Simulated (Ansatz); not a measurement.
`NC[SiH2]S` + `[SiH3]S` → `[SiH3]S[SiH2]S` + CH₃NH₂  (ligand exchange at the Si–C bond)

Calculated with Ansatz (gas phase, PBE0-D4/def2-TZVP geometries, no zero-point term in ΔE). CCSD(T)/CBS adds triple-zeta CCSD(T) − MP2 to the extrapolated MP2 energy (def2 sets, frozen cores). Functionals use def2-TZVPP. B3LYP here is the variant with VWN-RPA as its local correlation; programs differ in this. One conformer a species, not always the lowest.

`NC[SiH2]S`:

Z-matrix (Å, degrees):
```
C
Si 1 1.880
N 1 1.458 2 108.3
H 1 1.101 2 110.5 3 -127.3
H 1 1.095 2 106.8 3 117.5
S 2 2.143 1 112.3 3 173.9
H 2 1.482 1 111.3 3 -69.3
H 2 1.490 1 108.5 3 51.4
H 3 1.012 1 111.6 2 172.7
H 3 1.012 1 111.1 2 -67.6
H 6 1.344 2 94.8 1 -64.0
```

`[SiH3]S`:

```xyz
6

Si   -0.154   -0.137   -0.486
S     0.367    1.184    1.112
H     0.981   -1.018   -0.860
H    -0.496    0.755   -1.619
H    -1.323   -0.984   -0.137
H     0.625    0.200    1.990
```

`[SiH3]S[SiH2]S`:

```xyz
10

Si   -0.004   -1.424    0.980
S    -1.574   -0.686   -0.269
Si   -0.644    1.150   -0.835
S     1.311    0.951   -1.674
H    -0.628   -2.353    1.952
H     1.028   -2.139    0.190
H     0.639   -0.292    1.701
H    -1.508    1.715   -1.896
H    -0.551    2.052    0.337
H     1.930    1.027   -0.484
```

CH₃NH₂:

Cartesian coordinates in Å:
```
C 0.012 -0.040 -0.567
N -0.037 -0.264 0.868
H 0.079 1.014 -0.877
H -0.879 -0.467 -1.031
H 0.873 -0.565 -0.986
H -0.835 0.206 1.275
H 0.786 0.116 1.317
```

```tsv
level	ΔE (kJ/mol)
B3LYP-D4	-76.7
PBE0	-74.9
HF/CBS(def2)	-68.9
CCSD/CBS(def2)	-75.0
```

**Question.** What does CCSD(T)/CBS give? (Best estimate.)

**Answer.** Ansatz gave: -77.2 kJ/mol. The listed levels differ from it by 0.5, 2.3, 8.3, 2.2 kJ/mol.

Largest T1 diagnostic among the species: 0.012.

The D4 term adds −8.3 kJ/mol with B3LYP and −4.5 kJ/mol with PBE0; it sums over pairs of atoms, weighted by their polarisabilities, and B3LYP, whose exchange is more repulsive, gets the larger term. In def2-TZVPP, CCSD(T) changes the Hartree–Fock value by −4.1 kJ/mol (the triples alone add −2.3 kJ/mol) and MP2 by −10.7 kJ/mol.
